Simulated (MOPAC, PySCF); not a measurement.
Breaking a bond: GaN, triplet.

Levels: PM3, unrestricted, heats of formation (MOPAC); UKS-LDA (SVWN5)/6-31G* = unrestricted LDA (SVWN5)/6-31G*, spherical d (PySCF); UMP2/6-31G* = unrestricted MP2 (frozen core)/6-31G*, spherical d (PySCF 2.14.0); UCCSD(T) = CCSD(T) on UHF/cc-pVDZ, 10 core orbitals frozen (PySCF).

Energies relative to the lowest point of each curve near equilibrium, in kJ/mol; the last columns give the difference from UCCSD(T):

```tsv
R / Å	PM3	UKS-LDA (SVWN5)/6-31G*	UMP2/6-31G*	UCCSD(T)	PM3 − UCCSD(T)	UKS-LDA (SVWN5)/6-31G* − UCCSD(T)	UMP2/6-31G* − UCCSD(T)
1.48	299.7	203.6	279.0	269.3	30.4	-65.7	9.7
1.58	118.0	82.9	171.9	130.3	-12.3	-47.3	41.7
1.67	32.7	27.3	103.9	60.0	-27.3	-32.6	43.9
1.73	7.3	8.9	68.3	73.4	-66.1	-64.6	-5.2
1.81	0.0	0.0	31.0	33.4	-33.4	-33.4	-2.5
1.85	3.6	0.5	17.0	20.4	-16.8	-19.9	-3.4
1.91	13.8	5.6	5.3	7.6	6.2	-2.0	-2.3
1.98	28.5	15.1	0.0	0.6	27.9	14.5	-0.6
2.06	44.4	18.8	1.8	0.0	44.4	18.8	1.8
2.15	58.9	27.1	11.0	5.9	53.0	21.1	5.1
2.29	77.4	—	37.3	23.3	54.1	—	14.0
```

PM3 is furthest from UCCSD(T) at 1.73 (-66.1 kJ/mol, below); its mean absolute difference over the points is 33.8 kJ/mol.

UKS-LDA (SVWN5)/6-31G* is furthest from UCCSD(T) at 1.48 (-65.7 kJ/mol, below); its mean absolute difference over the points is 32.0 kJ/mol.

UMP2/6-31G* is furthest from UCCSD(T) at 1.67 (43.9 kJ/mol, above); its mean absolute difference over the points is 11.8 kJ/mol.

A dash means that the run gave no value there, or that the column was ended at a point which the program doubted or which failed a test of continuity chosen for this set; such a test can also cut sound points.

The scan ran from 1.48 to 7.44 Å; beyond the distances shown one of the unrestricted levels run for this scan, shown here or not, changes its spin distribution in one step. The unrestricted determinant behind UMP2/6-31G*, UCCSD(T) is spin-contaminated at 1.58 to 1.73, 2.29 Å (<S²> up to 2.2, against 2.00 for a pure triplet).
